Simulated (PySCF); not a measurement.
**Polarisability and C₆ of Cu⁻ (copper, charge -1)**

[Ar] 3d10 4s2, closed-shell 1S. All numbers are calculated (PySCF 2.14, scalar relativity through the core potential, in aug-cc-pVTZ-PP with ECP10MDF). Coupled (time-dependent) response in atomic units; α is the mean over directions.

| method | mean α (bohr³) | C₆ (like pair) | S(−4) |
| --- | --- | --- | --- |
| UHF | 383.5 | 7024 | 106300 |

S(−4) is the Cauchy moment in α(ω) = α(0) + S(−4) ω² + …

α(iu) at UHF:

```tsv
u (hartree)	α(iu) (bohr³)
0	383.5
0.0500	231.0
0.100	113.1
0.200	42.48
0.300	22.72
0.500	10.34
0.750	5.773
1.00	3.945
1.50	2.376
2.00	1.654
3.00	0.9624
5.00	0.4577
```

A single London oscillator, α(iu) = α/(1 + u²/ω²), gives C₆ = (3/4) ω α². Matching the computed C₆ needs ω = 4 × 7024 / (3 × 383.5²) = 0.0637 hartree.

For an ion, C₆ is the dispersion term alone; charge-induced terms of lower order in 1/R come first.

Energies and moments cover only the electrons outside the core potential.
